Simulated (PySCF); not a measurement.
# IO3Br, singlet: structure and spectrum

These are results of PBE0/[I def2-TZVP with ECP28, O def2-TZVP, Br def2-TZVP], scalar-relativistic core potentials, density fitting, no spin–orbit coupling, PySCF, not measurements.

The structure is a saddle point with 1 imaginary mode.

Z-matrix (Å, degrees; charge 0 multiplicity 1):
```
I
O  1 1.7826
O  1 1.7652 2 97.28
O  1 1.7826 2 165.45 3 180.00
Br 1 2.6033 2 82.72 3 180.00
```

```
Point group                                                                   : C2v
Bond lengths                                                                  : I–Br 2.603 Å, I–O 1.765 Å, I–O 1.783 Å (×2)
Bond angles                                                                   : Br–I–O 82.7° (×2), Br–I–O 180.0°, O–I–O 97.3° (×2), O–I–O 165.4°
Dipole moment                                                                 : 1.09 D
Rotational constants                                                          : 0.1685, 0.03727, 0.03052 cm⁻¹
Highest occupied level                                                        : -8.73 eV
Principal quadrupole moments (Buckingham, traceless) about the centre of mass : -6.93, -3.75, 10.68 D Å
Principal polarisabilities                                                    : 37.7, 67.6, 105.1 bohr³
Lowest empty level                                                            : -5.80 eV
Zero-point energy (real modes)                                                : 23.3 kJ/mol
Atomisation energy without zero-point energy                                  : 582 kJ/mol
```

Harmonic modes (masses in u: I 126.904, O 15.995, Br 78.918):
```csv
symmetry,ω (cm⁻¹),IR (km/mol),μ (u)
b1,183i,–,16.64
b1,188,22.3,23.82
a1,201,17.9,72.04
b2,205,1.6,21.92
a1,350,65.9,17.98
b2,401,11.7,16.67
a1,800,3.8,16.00
b2,867,42.6,19.23
a1,887,47.3,17.72
```

In C2v the vibrations span 2b1 + 4a1 + 3b2. Here b1 is antisymmetric to the molecular plane and b2 lies in it.

Charges (e):
```csv
atom,Mulliken,Löwdin,polar tensor,Mayer order to I1
I1,1.32,1.30,1.67,–
"O2,4",-0.38,-0.41,-0.45,1.49
O3,-0.43,-0.42,-0.47,1.63
Br5,-0.13,-0.06,-0.29,0.82
```

Mulliken populations on I1 (electrons outside its core potential): s 3.63, p 9.00, d 10.82, f 0.24.

This need not be the most stable arrangement of these atoms.

The final relaxation and frequency run took roughly 23 core-minutes on a shared host.
